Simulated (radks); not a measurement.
Results of a calculation; reference values are marked as such.
Task: Excited configurations of Tl: one electron is placed in a higher orbital outside [Hg]. The ground configuration is [Hg] 6p1. Code: a radial shooting solver on a logarithmic mesh with Libxc functionals. Model: scalar-relativistic Kohn-Sham, r2SCAN, spin-unpolarised, spherical densities, finite nucleus; meta-GGA in the generalised Kohn-Sham scheme; Fermi nuclear charge, rms radius 5.4759 fm. Excitation = E - E(ground); binding = E(ion) - E, where the ion is the core of charge +1; n* = 1/sqrt(2 binding) in atomic units, and the quantum defect is n - n*.

outer orbital  excitation (eV)  binding (eV)     n*  quantum defect  eigenvalue (eV)  <r> (bohr)
6d                       3.489         1.459  3.054           2.946           -0.635       10.68
7p                       3.142         1.805  2.745           4.255           -1.023       10.64
7d                       4.059         0.888  3.913           3.087           -0.490       20.55

Estimate the row for 7s.

Result: excitation (eV) 2.222; binding (eV) 2.725; n* 2.234; quantum defect 4.766; eigenvalue (eV) -1.624; <r> (bohr) 7.699. The Delta-SCF ionisation energy is 4.947 eV (NIST Atomic Spectra Database: 6.108 eV, measured). Self-interaction in the functional shifts the binding energies and quantum defects, so they are the method's values and not measured ones. Spin polarisation and multiplet splitting are left out, so open shells lie too high by an amount that depends on their filling. Spin-orbit splitting is averaged out at the scalar-relativistic level.

Beside tabulated values, note that spin-unpolarised runs miss the spin-polarisation part of the exchange energy of open shells, and scalar-relativistic runs lack spin-orbit coupling.
